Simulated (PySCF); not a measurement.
Continuum solvent and chemical shifts

Atoms are numbered as in `[CH2:1]=[CH:2][CH2:3][C:4]1=[CH:5][C:6](=[O:7])[CH:8]=[CH:9][C:10]1=[O:11]`. Each H is labelled by its parent atom. Ha(C1) is cis to C3; Hb(C1) is trans to C3.

GIAO PBE0/pcSseg-1 in PySCF on one PBE0-D3(BJ)/def2-SVP conformer, non-relativistic, equivalent nuclei averaged. Solvents enter as an IEF-PCM continuum (benzene with ε = 2.3, chloroform with ε = 4.7) around the gas-phase geometry. Shifts are referred to TMS computed in the same medium.

In benzene, δ in ppm: C10 193.4, C6 193.2, C4 154.8, C8 143.7, C2 143.4, C9 142.9, C5 138.1, C1 130.0, C3 36.0, H(C9) 6.84, H(C8) 6.78, H(C5) 6.55, H(C2) 5.99, Hb(C1) 5.74. Dipole moment 0.76 D.

(1) How does each δ change in the more polar medium?

(2) Which of the listed nuclei move most (in ppm), and what does the model miss? (N and O are left out, as their reference compounds move with the solvent too.)

## Answers

(1) 
```csv
atoms,environment,"Δδ, chloroform"
C10,ketone carbonyl carbon,+0.8
C6,ketone carbonyl carbon,+1.0
C4,β carbon of a C=C–C=O unit,+0.9
C8,β carbon of a C=C–C=O unit,+0.7
C2,alkene CH,+0.6
C9,β carbon of a C=C–C=O unit,+0.8
C5,β carbon of a C=C–C=O unit,+0.4
C1,terminal =CH2 carbon,+0.3
C3,allylic sp3 CH2,+0.2
H(C9),hydrogen on a β carbon of a C=C–C=O unit,+0.07
H(C8),hydrogen on a β carbon of a C=C–C=O unit,+0.07
H(C5),hydrogen on a β carbon of a C=C–C=O unit,+0.02
H(C2),hydrogen on an alkene CH,+0.04
Hb(C1),hydrogen on a terminal =CH2 carbon,+0.03
```

Changes are relative to benzene. The dipole moment becomes 0.80 D in chloroform.

(2) C6 (ketone carbonyl carbon, +1.0 ppm) and C4 (β carbon of a C=C–C=O unit, +0.9 ppm) in chloroform. A continuum only polarises the solute; specific hydrogen bonds, the anisotropy of aromatic solvents and changes of geometry or conformer are outside it.
